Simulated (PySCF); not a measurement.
Gas-phase equilibrium of 1 mol HCl, 2.7 mol O₂ at 1800 K and 10.0 bar, among 14 species (ClO, O₂, HCl, O, HO₂, H₂O, H, HOCl, H₂O₂, O₃, H₂, Cl, Cl₂, OH). Only gases are allowed; each row takes one source of thermochemistry for all species, and Cantera finds the minimum.

Computed with PySCF and rigid-rotor harmonic-oscillator thermochemistry at 1 bar. 'Table' is the NASA 1993 thermochemical table (part measured, part estimated). † marks an energy on the PBE0/def2-TZVP geometry and frequencies; other levels use their own. Open shells (unrestricted) among the columns below: ClO (multiplicity 2, electronic degeneracy 4), O₂ (multiplicity 3), Cl (multiplicity 2, electronic degeneracy 6), OH (multiplicity 2, electronic degeneracy 4); the rest are closed-shell singlets. Spin-orbit splitting is ignored; it lowers the true energy and changes the entropy of ClO, Cl, OH. The harmonic model lacks anharmonicity and excited electronic states, which grow with temperature; levels with a mode under 35 cm⁻¹ are left out. The table's entry may be an old estimate for ClO, HOCl, OH (not checked at source).

Molecules larger than those listed are left out.

Mole fractions:

```tsv
thermochemistry	x O₂	x HCl	x H₂O	x Cl₂	x Cl	x ClO	x OH	x HOCl
table	0.72	0.19	0.042	0.032	0.018	0.00086	0.00034	0.00020
PBE/def2-SVP	0.73	0.25	0.011	0.0078	0.0068	0.00011	4.7e-5	5.3e-5
PBE0/def2-TZVP	0.72	0.22	0.025	0.018	0.014	0.00056	0.00036	1.0e-4
r2SCAN/def2-TZVP†	0.72	0.23	0.019	0.013	0.012	0.00058	0.00033	6.9e-5
ωB97M-V/def2-TZVP†	0.72	0.21	0.030	0.023	0.014	0.00058	0.00037	0.00018
```
The most sensitive of these is ClO: it spans a factor of 10^0.9 over these rows; at this temperature one factor of ten is RT ln 10 = 34 kJ/mol.
